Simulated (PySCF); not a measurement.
Species: butyl formate, C5H10O2.
Structure used (PBE0-D3(BJ)/def2-SVP), in Å, numbered top down from 1:
```xyz
17
C5H10O2 angstrom
C     -2.840   -0.119    0.279
C     -1.420   -0.602    0.030
C     -0.365    0.381    0.518
C      1.041   -0.106    0.269
O      1.950    0.880    0.759
C      3.244    0.619    0.611
O      3.706   -0.364    0.106
H     -3.031    0.839   -0.231
H     -3.027    0.037    1.353
H     -3.583   -0.844   -0.086
H     -1.268   -1.577    0.525
H     -1.275   -0.788   -1.048
H     -0.498    1.357    0.020
H     -0.492    0.567    1.599
H      1.239   -1.064    0.779
H      1.233   -0.274   -0.804
H      3.837    1.459    1.030
```

Theory: TDDFT CAM-B3LYP/def2-SVPD, vertical, gas phase, core orbitals frozen in the response (PySCF).

Ground-to-excited transition dipoles (e·a0, same axes as the geometry; the sign carries no meaning), for the states with f of 0.002 or more among the lowest 9:

```tsv
state	E (hartree)	μx	μy	μz
S2	0.2967	0.657	-0.039	-0.028
S3	0.3059	-0.652	0.260	0.142
S5	0.3202	0.004	-0.099	0.179
S6	0.3274	0.287	0.439	0.221
S8	0.3417	-0.093	-0.033	-0.015
S9	0.3429	-0.003	0.105	-0.213
```

What oscillator strength does each state have?

f = (2/3) ΔE |μ|² with ΔE in hartree (27.2114 eV).

| state | \|μ\|² (au) | \|μ\| (D) | f |
| --- | --- | --- | --- |
| S2 | 0.434 | 1.68 | 0.086 |
| S3 | 0.513 | 1.82 | 0.105 |
| S5 | 0.042 | 0.52 | 0.009 |
| S6 | 0.324 | 1.45 | 0.071 |
| S8 | 0.010 | 0.25 | 0.002 |
| S9 | 0.056 | 0.60 | 0.013 |

Label these states by symmetry in Cs.

The ground state is totally symmetric, so the direction of μ fixes the label. Polarised normal to the mirror plane, so A″: S5 and S9. Polarised in the mirror plane, so A′: S2, S3, S6 and S8.

Which bond between heavy atoms lies closest to the direction of the S3 transition dipole?

C3–C4 and C1–C2, at 3° from it; next O5–C6 at 11°.

What angle do the transition dipoles of S2 and S6 make?

|cos θ| = |μa·μb| / (|μa| |μb|) = 0.44, so θ ≈ 64° (taken between 0 and 90°, since the signs are arbitrary).

How is the summed strength of these states shared among x, y and z?

(2/3) Σ ΔE μα² gives 0.192 for x, 0.061 for y and 0.032 for z, 0.286 in all.

What peak molar absorption coefficient would the strongest computed level give as a lone Gaussian band 0.3 eV wide at half height?

ε(max) = 2.175×10⁸ f / FWHM, with the width in cm⁻¹. S3: 2.175×10⁸ × 0.1047 / 2420 ≈ 9400 L mol⁻¹ cm⁻¹.

The vertical ionisation energy (ΔSCF) is 10.90 eV, 1.57 eV above S9.

One conformer stands for the species.
